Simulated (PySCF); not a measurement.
CH$_{4}$F$_{2}$SSi, singlet, at a GFN2-xTB geometry, atoms displaced at random by about 0.08 Å a coordinate. Base run: PySCF with R2SCAN/6-31G, gradient.

PySCF was given this input:
```python
from pyscf import gto, scf, dft

mol = gto.M(
    atom='''
Si    0.670262    0.286576    0.269283
F     0.544116    1.330160   -0.829763
F     2.036087   -0.567995   -0.129777
S    -0.875247   -0.884201    0.122208
C    -2.225138    0.329861   -0.126967
H     1.032478    1.141525    1.472997
H    -3.197539   -0.186456   -0.132664
H    -2.281322    0.956631    0.746073
H    -2.060053    0.914805   -1.031012
''',
    basis='6-31g',
    charge=0,
    spin=0,
    verbose=4,
)

mf = dft.RKS(mol)
mf.xc = 'r2scan'
mf.kernel()
g = mf.nuc_grad_method()
grad = g.kernel()
```

The coordinate followed is y of atom 7.

Each row names what was changed in the base input (with any setting that the change needs).

```
change                                                  dE/dx (Eh/bohr)  net force (Eh/bohr)
------------------------------------------------------  ---------------  -------------------
base                                                           0.003516             0.000837
finite difference step (bohr) = 1e-3; conv_tol = 1e-11         0.003518                    -
finite difference step (bohr) = 1e-5; conv_tol = 1e-11         0.003517                    -
grids.level = 1; grid_response = on                            0.003531             0.000000
finite difference step (bohr) = 1e-4; conv_tol = 1e-11         0.003518                    -
grids.level = 5; grid_response = on                            0.003515             0.000000
density fitting = on                                           0.003512             0.000837
conv_tol = 1e-11                                               0.003516             0.000837
grids.level = 1; grid_response = off                           0.003513             0.005420
grids.level = 0; grid_response = on                            0.004101             0.000000
grids.level = 5; grid_response = off                           0.003515             0.000153
grids.level = 0; grid_response = off                           0.004325             0.048396
```

The net force is zero for an exact gradient.
